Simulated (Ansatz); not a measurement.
`C[N]=[Mo](=[O])([Cl])[Cl]`, charge 0, multiplicity 1.

Give a relaxed structure at PBE0-D4/def2-TZVP (Ansatz 0.2.0). (Estimate.)

Ansatz gave: 
```xyz
9

C    -1.1592    0.9510   -0.5010
N     0.0669    0.2569   -0.3543
Mo    1.0445   -0.8767    0.4755
O     0.1091   -1.4590    1.7264
Cl    2.8398    0.2425    1.2844
Cl    1.5396   -2.5375   -0.9829
H    -1.8774    0.6558    0.2722
H    -0.9795    2.0285   -0.4331
H    -1.5838    0.7386   -1.4871
```
Point group Cs.
This is one stationary point; other conformers may exist.
